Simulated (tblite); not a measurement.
Species: C₃H₈O₃Si.
Z-matrix (Å and degrees, GFN2-xTB geometry), rows numbered from 1:
```
O 
Si  1  1.6073
O   2  1.6341  1  111.23
C   3  1.4024  2  119.94  1  -152.76
C   4  1.5267  3  111.91  2    47.48
C   5  1.5266  4  110.79  3   -59.58
O   6  1.4024  5  111.85  4    59.48
H   1  0.9545  2  121.14  3    59.38
H   2  1.4511  1  103.95  3   120.60
H   4  1.0948  3  106.85  2   168.58
H   4  1.0975  3  109.32  2   -74.13
H   5  1.0898  4  109.79  3   178.99
H   5  1.0914  4  108.64  3    59.56
H   6  1.0950  5  110.41  4   178.42
H   6  1.0976  5  109.69  4   -61.98
```

All values are computed: GFN2-xTB (tblite) harmonic vibrations without scaling, gas phase. This tight-binding method is rough: wavenumbers can miss measured ones by several per cent, in bad cases by 10 to 20. Modes of hydrogen on silicon can be 10 to 20 % off. One conformer, not necessarily the lowest.

Harmonic wavenumbers (cm⁻¹): 113.3, 157.0, 171.3, 256.4, 287.0, 309.4, 362.0, 416.9, 553.3, 680.5, 703.9, 731.5, 798.9, 839.4, 900.8, 908.6, 934.8, 974.8, 1021.1, 1114.3, 1122.4, 1152.6, 1189.6, 1219.5, 1256.2, 1324.2, 1336.7, 1341.3, 1453.8, 1480.6, 1489.6, 2372.1, 2891.6, 2895.5, 2935.7, 2938.0, 2991.8, 3001.2, 3652.8.

A = 3970, B = 1998, C = 1500 MHz; mass 120.024 u (most abundant isotopes); point group Cs, symmetry number 1.

Zero-point energy?

Half the sum of the wavenumbers: 25140 cm⁻¹ = 71.88 kcal/mol.

What is S at 500 K and 1 bar for an ideal gas of classical rigid rotors and harmonic oscillators?

Translation 42.86, rotation 29.23, vibration 33.15: S = 105.2 cal/(mol K).

And Cp and H(500 K) − H(0)?

Cp = 45.84 cal/(mol K), of which vibrations give 37.89 (their classical limit is 39 R = 77.5); H(500 K) − H(0) = 13.30 kcal/mol without the zero-point energy, 9.33 from vibrations.

Which modes carry the vibrational entropy at 500 K?

113.3 cm⁻¹: 4.22; 157.0 cm⁻¹: 3.58; 171.3 cm⁻¹: 3.41; 256.4 cm⁻¹: 2.64; 287.0 cm⁻¹: 2.42; 309.4 cm⁻¹: 2.28 cal/(mol K); the other 33 give 14.59 together.

Blend soft modes into free rotors: weight 1/[1 + (100 cm⁻¹/ν̃)⁴] for the oscillator and the rest for a rotor with moment μB/(μ + B), μ = h/(8π²ν), B = 10⁻⁴⁴ kg m². What vibrational entropy results?

32.63 cal/(mol K) in place of 33.15, which changes −T·S at 500 K by +0.26 kcal/mol.

How do the functions run with temperature in this model?

| T (K) | S (cal/(mol K)) | Cp (cal/(mol K)) | H − H(0) (kcal/mol) | G − H(0) (kcal/mol) | ln q(vib) |
| --- | --- | --- | --- | --- | --- |
| 100 | 62.5 | 14.4 | 1.02 | -5.23 | 0.48 |
| 200 | 75.0 | 22.5 | 2.87 | -12.13 | 1.92 |
| 300 | 85.8 | 30.9 | 5.54 | -20.18 | 3.62 |
| 800 | 130.1 | 59.6 | 29.32 | -74.75 | 12.86 |
| 1000 | 144.0 | 65.4 | 41.85 | -102.19 | 16.38 |

q(vib) and H(0) count from the zero-point level.

What must be added to the electronic energy to get the Gibbs energy at 500 K and 1 bar?

ZPE + [H(500 K) − H(0)] − T·S = 71.88 + 13.30 − 52.62 = 32.56 kcal/mol.

Hindered rotation and anharmonicity are outside this model. Other conformers, if any are populated, would add a mixing term that is left out.

Time: 0.68 s of wall time. Hardware: Arm Neoverse N1, one thread, shared host with 64 logical CPUs at a one-minute load of 56. This covers the Hessian and the dipole derivatives.
